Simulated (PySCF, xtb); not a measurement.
C4H6BNO, SMILES C=C1OC(B1N)=C.

GFN2-xTB in xtb at its own geometry gives an orbital gap of 3.19 eV and a dipole moment of 3.98 D.

The structure is a stationary point at r2SCAN-D4/def2-SVP. This is a generated structure with no PubChem entry under its InChIKey; it may be hypothetical. Other conformers were not sampled.

Problem. What does PBE/def2-TZVP run with PySCF give? (An estimate is asked for; the answer gives what the named calculation found.)

Solution. gap 3.06 eV (levels -5.20 and -2.15 eV), dipole 3.39 D.
